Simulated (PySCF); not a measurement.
An excited-state job on `C#CCC[CH2][GeH2][PH2]`.

Method: TDDFT CAM-B3LYP/def2-SVPD, vertical, gas phase, core orbitals frozen in the response (PySCF 2.14.0, density-fitted response routines). Geometry: GFN2-xTB. The command runs a driver script over a list of jobs; the input below is this job's line of settings and its coordinates in Å.

Command:
```bash
OMP_NUM_THREADS=1 python probes_run.py task.json out
```

Input:
```
{"job": {"kind": "uv", "xc": "CAM-B3LYP", "basis": "def2-SVPD", "nstates": 8, "ntriplets": 3}, "charge": 0, "multiplicity": 1}
C     -2.540035     0.997932     1.407789
C     -2.220995     0.657983     0.305702
C     -1.823034     0.218141    -1.014731
C     -1.017797    -1.082035    -0.958631
C      0.270206    -0.930278    -0.160110
Ge     1.576970     0.369960    -0.910854
P      3.706726    -0.192727    -0.233099
H     -2.829494     1.306908     2.367420
H     -1.214138     0.999470    -1.483139
H     -2.719727     0.071523    -1.624092
H     -1.632720    -1.865480    -0.505464
H     -0.779272    -1.389688    -1.980281
H      0.029186    -0.634840     0.863062
H      0.770909    -1.900188    -0.101133
H      1.512811     0.323073    -2.425534
H      1.193217     1.800871    -0.576562
H      3.467111     0.216371     1.071159
H      4.241317     1.039319    -0.582678
```

Q: Give the output.

A: 
```
coarse grid: 66920 points
cycle   1  E = -2614.8911672330  dE =  6.717e-02  |g| = 4.986e-01  |ddm| = 9.455e+00
cycle   2  E = -2614.9074215873  dE = -1.625e-02  |g| = 4.660e-01  |ddm| = 1.910e+00
cycle   3  E = -2614.9384714634  dE = -3.105e-02  |g| = 4.317e-02  |ddm| = 6.956e-01
cycle   4  E = -2614.9387460667  dE = -2.746e-04  |g| = 2.365e-02  |ddm| = 1.747e-01
cycle   5  E = -2614.9388714906  dE = -1.254e-04  |g| = 1.026e-02  |ddm| = 8.139e-02
cycle   6  E = -2614.9388960435  dE = -2.455e-05  |g| = 1.967e-03  |ddm| = 1.819e-02
cycle   7  E = -2614.9388971817  dE = -1.138e-06  |g| = 3.816e-04  |ddm| = 6.067e-03
final grid: 140096 points
cycle   8  E = -2614.9388439063  dE = -8.389e-08  |g| = 3.781e-04  |ddm| = 7.070e-03
cycle   9  E = -2614.9388438893  dE =  1.696e-08  |g| = 4.714e-04  |ddm| = 1.368e-03
cycle  10  E = -2614.9388439455  dE = -5.621e-08  |g| = 7.288e-05  |ddm| = 6.806e-04
cycle  11  E = -2614.9388439468  dE = -1.283e-09  |g| = 1.550e-05  |ddm| = 1.382e-04
cycle  12  E = -2614.9388439469  dE = -9.732e-11  |g| = 5.236e-06  |ddm| = 5.543e-05
converged SCF energy = -2614.9388439469

Static polarisability (au): isotropic 115.537, principal 97.426 110.241 138.944

Singlet excitations
state   eV       nm        f      main configurations
  1   6.6602    186.2   0.00008   H-2->L+4 0.13, H-2->L+10 0.10, H-1->L+7 0.09
  2   6.7047    184.9   0.02237   H->L 0.58, H->L+1 0.33
  3   6.7269    184.3   0.03687   H->L+3 0.67, H->L+1 0.17
  4   6.8971    179.8   0.26686   H->L+1 0.29, H->L 0.16, H->L+2 0.15
  5   6.9107    179.4   0.02131   H-2->L+7 0.13, H-2->L+6 0.12, H-1->L+4 0.10
  6   6.9257    179.0   0.03229   H-1->L+7 0.14, H-1->L+6 0.13, H-2->L+4 0.08
  7   7.4980    165.4   0.02364   H-1->L 0.49, H-3->L 0.15
  8   7.5426    164.4   0.01922   H-2->L 0.46, H-2->L+5 0.14, H-2->L+4 0.13

Triplet excitations (Tamm-Dancoff, eV): 5.5264 5.5585 5.8793
```

The SCF starts on a coarse grid where the log names one; the energy can jump when the final grid takes over, and dE then counts from the start density on the new grid. H and L stand for HOMO and LUMO; the number after each pair is its weight.

Q: How does the lowest singlet excitation compare with the HOMO–LUMO gap?

A: HOMO -8.71 eV and LUMO 0.83 eV give a gap of 9.54 eV; S1 at 6.66 eV lies 2.88 eV below it.

Q: Give the mean polarisability as a volume in Å³, and the ratio of the largest to the smallest principal value.

A: 115.537 au × 0.148185 = 17.12 Å³; 138.944/97.426 = 1.43.

Main results: HOMO -8.71 eV, LUMO 0.83 eV; lowest singlet 6.66 eV; lowest triplet 5.53 eV (Tamm–Dancoff); mean polarisability 115.5 au.

 Relativistic effects, spin–orbit coupling among them, are left out although an element past zinc is present.

On one thread of an Arm Neoverse V1, on a shared host, this took 99 s of wall time and 1.2 GiB of memory at its peak.

One conformer stands for the species.
Labels such as C1 count atoms from 1, the log's own numbers from 0.
